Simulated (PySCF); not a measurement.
CH3F3Si, SMILES C[Si](F)(F)F. The structure is a stationary point at ωB97X-D3(BJ)/def2-SVP.

Computed with PySCF with ωB97X-D3(BJ)/def2-SVP.

Harmonic wavenumbers (cm⁻¹): 115, 208, 208, 317, 317, 373, 699, 790, 790, 907, 997, 997, 1307, 1435, 1435, 3083, 3191, 3191. Rotational constants (GHz): 3.883, 3.595, 3.595; symmetry number 3.

Question: Work out the zero-point energy and the ideal-gas rigid-rotor harmonic-oscillator thermochemistry at 298.15 K and 1 atm.

Answer: ZPE = ½ Σ hcν = ½ × 20361 cm⁻¹ = 29.11 kcal/mol. H − E(el) = 33.59 kcal/mol. Entropy in cal/(mol K): translation 39.72, rotation 24.08, vibration 12.13, total 75.94. G − E(el) = 10.95 kcal/mol. Cp = 22.10 cal/(mol K). Modes under 150 cm⁻¹ make the vibrational entropy uncertain.
